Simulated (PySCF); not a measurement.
Gas-phase reaction: 3 GeBr2 + 4 ClO → GeCl4 + 2 GeO2 + 3 Br2

Method: PySCF energies (xtb for GFN2) plus ideal-gas RRHO corrections (1 bar). † marks an energy on the PBE0/def2-TZVP geometry and frequencies; other levels use their own. 6-31G* has spherical d functions here. Open shells (unrestricted): ClO (multiplicity 2); the rest are closed-shell singlets. GFN2 has no spin-polarisation term. Spin-orbit splitting is ignored; it lowers the true energy and changes the entropy of ClO. B3LYP is the form with VWN-RPA correlation. Br, Ge: all electrons, no relativistic terms. GeO2: computed as isolated molecules; such fragments, hydroxides, amides, oligomers or adducts are transient or little studied in the gas.

| level | ΔH°(298 K), kJ |
|---|---|
| B3LYP/6-31G* | … |
| BLYP/def2-TZVP† | … |
| GFN2-xTB | -933 |
| M06-2X/def2-TZVP† | -755 |
| PBE/def2-TZVP† | -667 |
| PBE0/def2-QZVP† | -658 |
| r2SCAN/def2-TZVP† | -690 |
| LDA/def2-TZVP† | … |
| ωB97M-V/def2-TZVP† | … |
| ωB97X-V/def2-TZVP† | -717 |

Problem. Some entries are withheld; supply them.

Solution. 
- B3LYP/6-31G*, ΔH°(298 K), kJ: -586
- BLYP/def2-TZVP†, ΔH°(298 K), kJ: -626
- LDA/def2-TZVP†, ΔH°(298 K), kJ: -765
- ωB97M-V/def2-TZVP†, ΔH°(298 K), kJ: -698
